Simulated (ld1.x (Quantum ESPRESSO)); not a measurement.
Ge (Z = 32): one change to an RRKJ potential, before and after

- Element: Ge (Z = 32)
- Generator: ld1.x (Quantum ESPRESSO) 7.5
- Type: norm-conserving RRKJ (Kleinman–Bylander form)
- Functional: PW91
- Relativity: scalar-relativistic
- Frozen core: [Ar] 3d10
- Valence charge: 4
- Reference configuration: 4s2 4p2
- Partial waves: 4p (bound): rc 2.25 bohr; 4s (bound): rc 1.30 bohr
- Local potential: the s channel
- Core correction: a·sin(br)/r model core inside 1.00 bohr
- rho0: 0.005

Change: all radii but the core radius scaled by about 0.86 (s 1.12, p 1.94 bohr).

Cutoffs: the cutoffs (Ry, on a coarse ladder) from which the occupation-weighted sum of valence levels, in a spherical-Bessel basis at the reference potential, stays within 10 and 1 mRy of its value at 400 Ry; they do not see the model core or the augmentation charge, which bear on the density cutoff. Errors are all-electron minus pseudo energies relative to the spin-unpolarised reference configuration.

Predict the effect on cutoff, ghosts and configuration errors.

The potential gets harder (45 Ry and 140 Ry → 140 Ry and 260 Ry); a bound ghost appears in p, which as a rule spoils a file; of the 7 tests that both files solve, the error grows in 2 and shrinks in 1 by more than 15 % and 0.3 meV (median size 36.6 → 32.3 meV). A smaller radius makes the pseudo-wave follow the all-electron one further in, where it bends more sharply, so more plane waves are needed.

```tsv
quantity	base	changed
cutoff, loose	45 Ry	140 Ry
cutoff, tight	140 Ry	260 Ry
loose cutoff by channel (10 mRy a level)	p 15 Ry, s 40 Ry	p 18 Ry, s 70 Ry
bound ghosts	none	p
error for 4s2 4p1, meV [ΔE 7.50 eV]	-5.6	-5.4
error for 4s2 4p0, meV [ΔE 23.03 eV]	-37	-32
error for 4s1 4p0, meV [ΔE 57.93 eV]	-238	-179
error for 4s2 4p1.5, meV [ΔE 2.83 eV]	-1.2	-1.2
error for 4s1 4p2, meV [ΔE 16.25 eV]	-37	-36
error for 4s0 4p4, meV [ΔE 16.25 eV]	-83	-125
error for 4s1 4p3, meV [ΔE 8.00 eV]	-19	-24
```

 A true bound ghost makes a file unfit for plane-wave use even where its test errors are small: the radial tests pick states by their node count and pass the ghost by.
